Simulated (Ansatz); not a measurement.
Reaction (ligand exchange at the Si–S bond): `[SiH3][SiH2]SS` + `O[SiH3]` → `[SiH3]O[SiH2][SiH3]` + `SS`

Gas-phase electronic energies from Ansatz, PBE0-D4/def2-TZVP geometries. CCSD(T)/CBS is the MP2 limit (def2-TZVPP, def2-QZVPP) plus CCSD(T) − MP2 in def2-TZVPP, frozen cores. This one scheme is used for every species. Functionals use def2-TZVPP. HSE06 is defined as in plane-wave codes. Each species was taken in one conformer, which may not be the lowest.

CCSD(T)/CBS gives -9.3 kcal/mol.

(1) Another level gave -6.0 kcal/mol. Which?
A. HSE06/def2-TZVPP
B. LC-ωPBE/def2-TZVPP
C. CCSD/def2-TZVPP
D. PBE/def2-TZVPP

Largest T1 diagnostic among the species: 0.013.

Answers

(1) D. PBE -6.0, CCSD/def2-TZVPP -11.0, LC-ωPBE -9.3, HSE06 -7.2 kcal/mol.

From PBE to PBE0 (25 % exact exchange), in def2-TZVPP and without D4, ΔE moves by −1.3 kcal/mol. Leaving LDA and LC-ωPBE aside and taking each functional with its dispersion term where it has one, the values, not all of them listed here, spread over 6.2 kcal/mol, from BHLYP-D4 to revPBE-D4. In def2-TZVPP, CCSD(T) changes the Hartree–Fock value by +5.0 kcal/mol (the triples alone add +1.1 kcal/mol) and MP2 by +6.2 kcal/mol.

CCSD(T)/CBS has its own doubt, a few kJ/mol and more with outer-core shells, so smaller differences from it don't rank the levels.
